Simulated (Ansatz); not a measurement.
Consider the formal hydrolysis of the Si–Si bond: `N[SiH2][SiH](N)Cl` + H₂O → `N[SiH](O)Cl` + `N[SiH3]`.

Calculated with Ansatz (gas phase, PBE0-D4/def2-TZVP geometries, no zero-point term in ΔE). CCSD(T)/CBS is the MP2 limit (def2-TZVPP, def2-QZVPP) plus CCSD(T) − MP2 in def2-TZVPP, frozen cores. This one scheme is used for every species. Functionals use def2-TZVPP. B3LYP here is the variant with VWN-RPA as its local correlation; programs differ in this. Each species was taken in one conformer, which may not be the lowest.

```tsv
level	ΔE (kJ/mol)
r2SCANh-D4	-115.0
BHLYP-D4	-120.8
B3LYP	-121.7
r2SCAN0	-118.9
RPA@PBE/def2-TZVPP	-116.2
HF/def2-SVP	-130.3
CCSD/def2-SVP	-114.0
CCSD(T)/def2-TZVPP	-116.9
```

(1) What does CCSD(T)/CBS give? (An estimate is asked.)

Largest T1 diagnostic among the species: 0.011.

Results:

(1) The calculation gave: -113.2 kJ/mol. The listed levels differ from it by -1.8, -7.6, -8.5, -5.7, -3.0, -17.1, -0.8, -3.7 kJ/mol.

From PBE to PBE0 (25 % exact exchange), in def2-TZVPP and without D4, ΔE moves by −7.4 kJ/mol. Leaving LDA and LC-ωPBE aside and taking each functional with its dispersion term where it has one, the values, not all of them listed here, spread over 33.6 kJ/mol, from B2PLYP to revPBE-D4. LDA lies −4.1 kJ/mol from PBE without D4.
